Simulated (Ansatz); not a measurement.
Computed with Ansatz.

Basis-set series for FGeH2N (`[NH2][Ge][F]`). Charge 0, multiplicity 1. All single points use the PBE0-D4/def2-TZVP geometry. It is one conformer, not always the lowest.

```xyz
5

N    -0.182   -0.038    0.611
Ge    0.302   -0.954   -0.874
F     0.538    0.494   -1.861
H    -0.427   -0.472    1.486
H    -0.231    0.970    0.637
```

```csv
functional,basis,functions,energy (Eh),HOMO (eV),LUMO (eV)
PBE0-D4,def2-SVP,70,-2232.05228,-7.55,-1.29
PBE0-D4,def2-TZVPP,138,-2232.51217,-7.72,-1.49
ωB97M-V,def2-SVP,70,-2232.31208,-9.75,0.74
ωB97M-V,def2-TZVPP,138,-2232.77627,-9.94,0.49
```

Problem. Give the rows for def2-QZVPP. (An estimate is asked.)

Solution. The calculation gave: 
```tsv
functional	basis	functions	energy (Eh)	HOMO (eV)	LUMO (eV)
PBE0-D4	def2-QZVPP	263	-2232.56687	-7.79	-1.59
ωB97M-V	def2-QZVPP	263	-2232.82929	-10.03	0.28
```

Positive LUMOs are unbound and depend on the basis. Scalar relativity is left out up to krypton.
